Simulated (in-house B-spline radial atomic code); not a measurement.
Pd. Computed with a B-spline radial atomic code. Model: all-electron spherical atom, spin shells full or empty, radial basis limit, no spin-orbit coupling, Breit or QED, empty-state partial waves extrapolated as (l+1/2)^-4, RPA, G0W0 and static COHSEX of the highest shell as one setting changes (uncorrelated shells keep exact exchange).

Empty levels are discrete states of a finite basis, so the steps are uneven.

Given: element Pd; charge 0; filled core Kr; hamiltonian one-electron scalar X2C; mean-field start r2SCAN; highest l of empty states 9; nuclear rms radius 4.5318 fm; lowest nl shells left uncorrelated 0; highest mean-field shell 4d; box radius 40 bohr.

Shell: 4d 5 5 (electrons up and down).

| highest empty level kept (hartree) | RPA correlation energy (hartree) | G0W0 level (eV) | G0W0 minus most complete (meV) | COHSEX level (eV) | linearised minus solved G0W0 (meV) |
| --- | --- | --- | --- | --- | --- |
| 2 | -0.37976 | -6.6032 | 1148.6 | -7.6287 | 283.8 |
| 3.5 | -0.68395 | -6.9099 | 841.9 | -8.9199 | 184.3 |
| 6 | ? | ? | ? | ? | ? |
| 10 | -1.1355 | -7.3035 | 448.3 | -10.567 | 103.7 |
| 18 | ? | ? | ? | ? | ? |
| 30 | -1.7087 | -7.5796 | 172.3 | -11.784 | 50.8 |
| 60 | -2.1966 | -7.6718 | 80 | -12.165 | 29.4 |
| 120 | -2.5919 | -7.7141 | 37.7 | -12.341 | 18.9 |
| 250 | -2.9369 | -7.7356 | 16.2 | -12.443 | 13.2 |
| 600 | -3.2198 | -7.7465 | 5.3 | -12.495 | 10.3 |
| 2000 | -3.4475 | -7.7518 | 0 | -12.518 | 8.8 |

(1) What follows for highest empty level kept = 18?

(2) What follows for highest empty level kept = 6?

Results:

(1) RPA correlation energy -1.5057 hartree; G0W0 level -7.4819 eV; G0W0 minus most complete 269.9 meV; COHSEX level -11.348 eV; linearised minus solved G0W0 71.2 meV.

(2) RPA correlation energy -0.87322 hartree; G0W0 level -7.0838 eV; G0W0 minus most complete 668.1 meV; COHSEX level -9.6521 eV; linearised minus solved G0W0 141.6 meV.
